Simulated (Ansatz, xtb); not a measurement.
Potential energy surface of H3Si (cation, charge +1), singlet: umbrella (inversion) coordinate, bond length relaxed. Scanned: angle between the Si-H bonds and the threefold axis (90 = planar). Other coordinates (Si-H bond length) were minimised at B3LYP/def2-TZVP. Each profile is relative to its own lowest point.

| a / ° | A | B | C |
|---|---|---|---|
| 90 | 0.0 | 0.0 | 0.0 |
| 93.23 | 0.6 | 0.6 | 0.2 |
| 95.43 | 1.6 | 1.8 | 0.6 |
| 99.66 | 5.1 | 5.8 | 1.9 |
| 102.48 | 8.6 | 9.7 | 3.2 |
| 104.93 | 12.3 | 14.0 | 4.8 |
| 108.65 | 19.2 | 21.9 | 7.8 |
| 111.74 | 26.2 | 29.9 | 11.1 |
| 114.26 | 32.7 | 37.4 | 14.3 |
| 116.54 | 39.2 | 45.0 | 17.8 |
| 119.63 | 49.1 | 56.5 | 23.5 |
| 122.99 | 61.2 | 70.7 | 30.9 |
| 125.51 | 71.3 | 82.6 | 37.6 |
| 128.49 | 84.4 | 98.1 | 47.0 |
| 132 | 101.4 | 118.5 | 60.3 |

Energies in kcal/mol.

Problem. Match the curves with the methods full CI/cc-pVDZ, frozen core in Ansatz (an electronic-structure program); xtb with GFN1-xTB; RHF/cc-pVDZ run with Ansatz.

Solution. A is FCI/cc-pVDZ; B is RHF/cc-pVDZ; C is GFN1-xTB.
